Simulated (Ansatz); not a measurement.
Geometry optimisation, Ansatz, RKS PBE/def2-SVP.

The input (input.yaml):

```yaml
crystal:
  periodic: [false, false, false]
  atoms:
    - { symbol: W, position_ang: [0.0, 0.0, 0.0] }
    - { symbol: H, position_ang: [0.0, 0.0, 2.07] }
    - { symbol: Cl, position_ang: [2.39, 0.0, 0.0] }
    - { symbol: Cl, position_ang: [0.0, 2.39, 0.0] }
    - { symbol: Cl, position_ang: [-2.39, 0.0, 0.0] }
    - { symbol: Cl, position_ang: [0.0, -2.39, 0.0] }
    - { symbol: H, position_ang: [0.0, 0.0, -1.72] }
    - { symbol: O, position_ang: [1.4721, 1.5335, 0.7063] }
    - { symbol: Al, position_ang: [2.9226, 1.1852, 1.6775] }
    - { symbol: H, position_ang: [3.4691, -0.2732, 1.7677] }
    - { symbol: H, position_ang: [3.6472, 2.3382, 2.4384] }
    - { symbol: H, position_ang: [0.7317, 0.7622, 1.9256] }
basis:
  gaussian: { orbitals: def2-SVP }
hamiltonian:
  xc: pbe
relax:
  f_tol: 0.15
  max_steps: 25
  restrain:
    - { distance: [0, 7], at: 1.94, k: 30.0 }
    - { distance: [11, 1], at: 0.66, k: 30.0 }
    - { distance: [0, 1], at: 2.92, k: 30.0 }
    - { distance: [11, 7], at: 2.21, k: 30.0 }
output:
  orbitals: {}
```

Run as:

```bash
$ ansatz run input.yaml --threads 4 --pin off --max-ram 5120MiB --backend cpu --events-out ev --progress --plain --runs-dir out
```

Problem. Where does it end, and by what steps?

Solution. It converged. The restraints hold the end off the free minimum; the threshold counts their pulls, which the force column leaves out. Restrained pairs: W1–O8 (2.24 → 1.88 Å), H2–H12 (1.07 → 0.72 Å), W1–H2 (2.07 → 2.93 Å), O8–H12 (1.62 → 2.22 Å). After 15 steps the energy has fallen by 10.332 eV (the restraints' own energy left out); H12 moved furthest, 1.48 Å.

```tsv
step	energy less start (eV)	largest force component (eV/Å)	accepted
0	0.0000	7.171	yes
1	-1.6929	5.869	yes
2	-3.0980	4.234	yes
3	-4.8660	3.128	yes
4	-6.5531	2.426	yes
5	-7.7447	1.184	yes
6	-8.4161	1.259	yes
7	-8.9144	1.357	yes
8	-9.2984	1.419	yes
9	-9.6594	1.313	yes
10	-9.9910	1.177	yes
11	-10.1960	1.438	yes
12	-10.2924	1.392	yes
13	-10.3068	1.825	no
14	-10.3252	1.507	yes
15	-10.3315	1.460	yes
```

```xyz
12
Properties=species:S:1:pos:R:3
W 0.135 0.427 -0.013
H -0.656 -0.350 2.702
Cl 2.698 0.377 -0.878
Cl -0.073 2.438 -1.100
Cl -2.094 0.380 0.421
Cl 0.312 -1.854 0.136
H 0.384 -0.007 -1.633
O 1.218 0.997 1.413
Al 3.093 0.956 1.328
H 3.632 -0.328 2.121
H 3.730 2.413 1.447
H -0.133 0.097 2.923
```

The run took 44 s on 4 threads of Intel(R) Xeon(R) Platinum 8488C (Sapphire Rapids) (shared host), peak memory 0.32 GiB.
